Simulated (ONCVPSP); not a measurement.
calcium (Ca), ONCV: configuration errors across variants

ONCVPSP 4.0.1 input, shortened (lines: element, Z, core and valence counts, functional; n l f; lmax; l rc ep ncon nbas qcut; lloc lpopt rc5 dvloc0; l nproj debl; icmod fcfact rcfact), PBE, scalar-relativistic:

```
  Ca 20.00    3    2        4      upf
    1    0    2.00
    2    0    2.00
    2    1    6.00
    3    0    2.00
    3    1    6.00
    2
    0    1.85    0.00    4    8    6.30
    1    1.85    0.00    3    6    7.60
    2    1.70    0.21    4    9    6.30
    2    5    1.70    0.00
    0    2    3.00
    1    2    0.50
    2    0    3.10
    0    0.00    0.00
```

In the p channel the program set the typed energies aside and used -1.582, 0.250 Ha. In the d channel the program set the typed energies aside and used -0.586 Ha.

All-electron excitation energies from the reference (eV): (1) 3s2 3p6 4s2 -18.129; (2) 3s2 3p6 4s1 -11.820; (3) 3s2 3p6 4s1.5 -15.626; (4) 3s2 3p6 3d1 -10.441.

Errors AE − PS in meV (a dash: test not solved or not reliable):

```csv
change,(1),(2),(3),(4),bound ghosts,GHOST(+) flags above zero
base,-35,-23,-30,+7.9,none,s
p: debl 3.3,-35,-23,-30,+11,none,"s, p"
p: debl 4.7,-36,-23,-31,+2.2,none,"s, p"
```

Question: Give the same row for: p: debl 2.15.

Answer: -35, -23, -30, +8.0; bound ghosts: none; GHOST(+) flags above zero: s.
